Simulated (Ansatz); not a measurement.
input.yaml

```yaml
accuracy: low
crystal:
  lattice:
    - [7.02, 0.0, 0.0]
    - [3.51, 6.079498, 0.0]
    - [0.0, 0.0, 21.345025]
  atoms:
    - { symbol: Lu, position: [-0.1666667, 0.3333333, 0.0468493] }
    - { symbol: Lu, position: [0.3333333, 0.3333333, 0.0468493] }
    - { symbol: Lu, position: [-0.1666667, 0.8333333, 0.0468493] }
    - { symbol: Lu, position: [0.3333333, 0.8333333, 0.0468493] }
    - { symbol: Lu, position: [0.0, 0.0, 0.1771689] }
    - { symbol: Lu, position: [0.5, 0.0, 0.1771689] }
    - { symbol: Lu, position: [0.0, 0.5, 0.1771689] }
    - { symbol: Lu, position: [0.5, 0.5, 0.1771689] }
    - { symbol: Lu, position: [-0.1666667, 0.3333333, 0.3074885] }
    - { symbol: Lu, position: [0.3333333, 0.3333333, 0.3074885] }
    - { symbol: Lu, position: [-0.1666667, 0.8333333, 0.3074885] }
    - { symbol: Lu, position: [0.3333333, 0.8333333, 0.3074885] }
    - { symbol: Lu, position: [0.0, 0.0, 0.4378081] }
    - { symbol: Lu, position: [0.5, 0.0, 0.4378081] }
    - { symbol: Lu, position: [0.0, 0.5, 0.4378081] }
    - { symbol: Lu, position: [0.5, 0.5, 0.4378081] }
    - { symbol: C, position: [0.7334642, 0.2459858, 0.5357232] }
    - { symbol: H, position: [0.6441325, 0.4016853, 0.5614903] }
    - { symbol: O, position: [0.8039892, 0.1230652, 0.5802301] }
basis:
  ecutwfc: 420.0
kpoints:
  mp_grid: { grid: [2, 2, 1] }
hamiltonian:
  xc: pbesol
scf:
  occupations: { method: fermi_dirac, width: 0.1 }
  lower_state_search: "off"
relax:
  f_tol: 0.08
  max_steps: 25
  adjacent_minimum: "off"
  constraints: [{ sites: [0, 1, 2, 3] }]
```

Launched with:

```bash
$ ansatz run input.yaml --threads 4 --pin off --max-ram 10240MiB --backend cpu --events-out ev --progress --plain --runs-dir out
```

Hardware: 4 threads of Arm Neoverse V1, on a shared host.

Roughly how long does this run take, and how much memory?

7.8 min, with a peak of 3.6 GiB, for 23 ionic steps.
